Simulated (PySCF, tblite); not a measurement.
Isomers of C7H16Si, one GFN2-xTB conformer each. Single-point energies are computed at PBE0/pcSseg-1 (PySCF, gas phase, no added dispersion term), electronic only.

```json
{"SMILES": "C[C@@H]1CCC[SiH2][C@@H]1C", "GFN2-xTB relative energy (kJ/mol)": "0.0"}
{"SMILES": "CCC[C@H]1CC[SiH2]C1", "GFN2-xTB relative energy (kJ/mol)": "3.9"}
{"SMILES": "C=C(CC)[Si](C)(C)C", "GFN2-xTB relative energy (kJ/mol)": "157.5"}
{"SMILES": "CC[C@@H]1C[C@@]1([SiH3])CC", "GFN2-xTB relative energy (kJ/mol)": "54.6"}
```

Conformers: `[CH3:1][C@@H:2]1[CH2:3][CH2:4][CH2:5][SiH2:6][C@@H:7]1[CH3:8]` with C1–C2–C3–C4 -59°, C2–C3–C4–C5 -68°, C3–C4–C5–Si6 55°, C4–C5–Si6–C7 -43°; `[CH3:1][CH2:2][CH2:3][C@H:4]1[CH2:5][CH2:6][SiH2:7][CH2:8]1` with C1–C2–C3–C4 -177°, C2–C3–C4–C5 176°, C3–C4–C5–C6 174°, C4–C5–C6–Si7 -38°, C5–C6–Si7–C8 14°, C6–Si7–C8–C4 13°; `[CH2:1]=[C:2]([CH2:3][CH3:4])[Si:5]([CH3:6])([CH3:7])[CH3:8]` with C1–C2–C3–C4 -109°; `[CH3:1][CH2:2][C@@H:3]1[CH2:4][C@@:5]1([SiH3:6])[CH2:7][CH3:8]` with C1–C2–C3–C4 160°, C4–C5–C7–C8 150°.

Task: What does PBE0/pcSseg-1 give for the same structures?

Result: 
```
                    SMILES  PBE0/pcSseg-1 E (Eh)  PBE0/pcSseg-1 (kJ/mol)  GFN2-xTB (kJ/mol)  point group
        C=C(CC)[Si](C)(C)C            -565.37251                     0.0              157.5           C1
 C[C@@H]1CCC[SiH2][C@@H]1C            -565.37216                     0.9                0.0           C1
       CCC[C@H]1CC[SiH2]C1            -565.37119                     3.4                3.9           C1
CC[C@@H]1C[C@@]1([SiH3])CC            -565.32943                   113.1               54.6           C1
```

GFN2-xTB puts C[C@@H]1CCC[SiH2][C@@H]1C lowest instead; measured from each level's own lowest isomer, the values differ by up to 157.5 kJ/mol (C=C(CC)[Si](C)(C)C: 157.5 against 0.0). As drawn, the lowest has a C=C bond outside aromatic rings, which the highest lacks; the highest has a three-membered ring, which the lowest lacks. Neighbours under 10 kJ/mol apart (C=C(CC)[Si](C)(C)C and C[C@@H]1CCC[SiH2][C@@H]1C; C[C@@H]1CCC[SiH2][C@@H]1C and CCC[C@H]1CC[SiH2]C1) can change places with a better method, another conformer or zero-point energy.

Task: Which frontier levels, dipoles and rotational constants go with these structures?

Result: 
| SMILES | HOMO (eV, PBE0/pcSseg-1) | LUMO (eV) | dipole (D) | A, B, C (MHz) |
| --- | --- | --- | --- | --- |
| C=C(CC)[Si](C)(C)C | -7.26 | 0.08 | 0.28 | 1951, 1230, 1055 |
| C[C@@H]1CCC[SiH2][C@@H]1C | -7.56 | 1.14 | 0.66 | 2056, 1662, 1134 |
| CCC[C@H]1CC[SiH2]C1 | -8.07 | 1.03 | 0.47 | 4051, 777.2, 686.8 |
| CC[C@@H]1C[C@@]1([SiH3])CC | -7.69 | 1.09 | 0.79 | 1807, 1260, 1167 |

Task: What happens when harmonic zero-point energies from GFN2-xTB frequencies are added?

Result: 
```csv
SMILES,ZPE (kJ/mol),electronic (kJ/mol),with ZPE (kJ/mol)
C=C(CC)[Si](C)(C)C,547.7,0.0,0.0
C[C@@H]1CCC[SiH2][C@@H]1C,555.9,0.9,9.2
CCC[C@H]1CC[SiH2]C1,554.1,3.4,9.9
CC[C@@H]1C[C@@]1([SiH3])CC,542.2,113.1,107.6
```

The zero-point energies span 13.7 kJ/mol. The order is unchanged.
